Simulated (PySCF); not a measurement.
Dipole moment of molecules with a metal or metalloid centre, at PBE and at PBE0.

Values in D, from PySCF. Where two bases are given, the first is that of PBE. PBE0 is a level with its own limits.

```
system                                     basis   PBE  PBE0  PBE − PBE0
-------------------------------------  ---------  ----  ----  ----------
Si(Me)3(OH) singlet                    def2-TZVP  1.18  1.24       -0.06
Al(All)2(Me) singlet                    def2-SVP  1.40  1.35        0.05
CN(C)[SiH2][SiH2]N singlet              def2-SVP  1.51  1.41        0.10
Ge(Cl)2 singlet                        def2-TZVP  1.90  2.06       -0.15
Zr(Cl)3(OH) singlet                    def2-TZVP  2.93  2.96       -0.03
In(OH)2(tBu) singlet                    def2-SVP  2.81  3.06       -0.26
B(Vi)(OEt)2 singlet                     def2-SVP  1.32  1.39       -0.07
Ge(OMe)(SH) singlet                    def2-TZVP  1.89  2.05       -0.16
C[Si](C)(C)[NH][Al]([OH])[OH] singlet   def2-SVP  0.25  0.25        0.00
B(H)(SH)2 singlet                      def2-TZVP  1.36  1.51       -0.15
Ge(H)2(SH)2 singlet                    def2-TZVP  0.24  0.29       -0.05
diboron tetrachloride singlet          def2-TZVP  0.00  0.00        0.00
C[Si](C)(C)[SiH2]F singlet              def2-SVP  2.13  2.24       -0.11
B(OH)2(SiMe3) singlet                   def2-SVP  3.08  3.17       -0.09
Si(CCH)(H)2(OH) singlet                def2-TZVP  1.58  1.64       -0.06
Al(F)(H)(Ph) singlet                   def2-TZVP  2.16  2.19       -0.03
Se(F)4 singlet                         def2-TZVP  2.04  2.17       -0.13
[CH3][Al]([CH3])[NH][SiH2]N singlet     def2-SVP  0.81  0.84       -0.03
B(OH)(SiH3)2 singlet                   def2-TZVP  1.78  1.77        0.01
Zr(Cl)4 singlet                        def2-TZVP  0.00  0.00        0.00
B(Me)(OH)(SeH) singlet                 def2-TZVP  2.22  2.33       -0.11
Si(H)(Me)(NHMe)2 singlet                def2-SVP  0.84  0.76        0.08
In(Cl)(OSiH3)2 singlet                 def2-TZVP  0.39  0.42       -0.03
Zn(Cl)(I) singlet                      def2-TZVP  0.89  0.86        0.03
```

The mean difference from PBE0 is -0.05 D (median -0.04) and the mean absolute one 0.08 D (median 0.06); PBE lies above in 5 and below in 19 of 24 cases. It is closest for Zr(Cl)4 singlet (0.00), diboron tetrachloride singlet (0.00), C[Si](C)(C)[NH][Al]([OH])[OH] singlet (0.00) and furthest off for In(OH)2(tBu) singlet (-0.26), Ge(OMe)(SH) singlet (-0.16), Ge(Cl)2 singlet (-0.15).
